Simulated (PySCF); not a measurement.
Broadened absorption spectrum of [C5H9N2S]+

Species: C5H9N2S (charge +1).
Bonds: C1–S2, S2–C3, C3–C4 (aromatic), C4–N5 (aromatic), N5–C6, N5–C7 (aromatic), C7–N8 (aromatic), C3–N8 (aromatic). Hydrogens: H9, H10, H11 on C1; H12 on C4; H13, H14, H15 on C6; H16 on C7; H17 on N8.

Method: TDDFT wB97X-D/def2-SVPD, vertical, gas phase, core orbitals frozen in the response (PySCF 2.14.0, density-fitted response routines). Isolated species at its GFN2-xTB geometry (one conformer only). Torsions of this conformer, `[CH3:1][S:2][c:3]1[cH:4][n:5]([CH3:6])[cH:7][nH+:8]1`: C1–S2–C3–C4 0°.

Computed states:

```tsv
state	E (eV)	f
S1	5.10	0.117
S2	5.56	0.0004
S3	5.98	0.244
S4	6.70	0.0057
S5	7.13	0.0027
S6	7.37	0.167
S7	7.60	0.0054
S8	7.90	0.031
```

Broadening: Gaussians 0.4 eV wide at half height, area fixed by f = 4.319×10⁻⁹ ∫ε dν̃. The width is an assumption, not a result. The curve ends short of the highest state used, and states not computed would add to its high-energy end.

(1) Give the broadened spectrum and its maxima.

(2) Coming from long wavelengths, where does ε first pass 100 L mol⁻¹ cm⁻¹?

(3) On this curve, what absorbance would a 10⁻⁴ mol/L sample give at 222 nm over a 1 cm path?

Answers

(1) 
```tsv
λ (nm)	ε (L mol⁻¹ cm⁻¹)
169.9	10359
171.8	7545
173.8	4368
175.7	2193
177.6	1008
179.5	523
181.5	394
183.4	396
185.3	399
187.2	366
189.2	323
191.1	364
193.0	633
194.9	1350
196.8	2768
198.8	5194
200.7	8279
202.6	11647
204.5	14543
206.5	16263
208.4	16209
210.3	14604
212.2	11961
214.2	8796
216.1	6025
218.0	3823
219.9	2282
221.9	1306
223.8	871
225.7	813
227.6	1073
229.6	1658
231.5	2487
233.4	3533
235.3	4705
237.3	5929
239.2	6922
241.1	7607
243.0	7890
245.0	7724
246.9	7171
248.8	6332
250.7	5329
252.7	4231
254.6	3249
256.5	2394
258.4	1695
260.4	1132
262.3	743
264.2	471
266.1	289
268.1	167
270.0	97
271.9	54
273.8	30
275.8	15
```

Maxima: 243 nm (5.10 eV), ε about 7900, made up of S1 (100%); 207 nm (5.98 eV), ε about 16000, made up of S3 (100%); 185 nm (6.72 eV), ε about 400, made up of S4 (95%) (hardly more than a shoulder) (ε in L mol⁻¹ cm⁻¹; maxima over ε = 5, shares over 10%). At its high-energy end, 7.30 eV, the curve is still rising (ε about 10000, from S6).

(2) At about 270 nm (4.60 eV), 0.50 eV below S1.

(3) 222 nm is 5.585 eV, where ε is about 1300 L mol⁻¹ cm⁻¹, so A = ε c l ≈ 0.13 (Beer–Lambert, with the gas-phase spectrum and the assumed width).

Hardware: an Arm Neoverse V1 with one thread, no GPU, on a shared host. Cost: 67 s, 1.1 GiB resident at most.
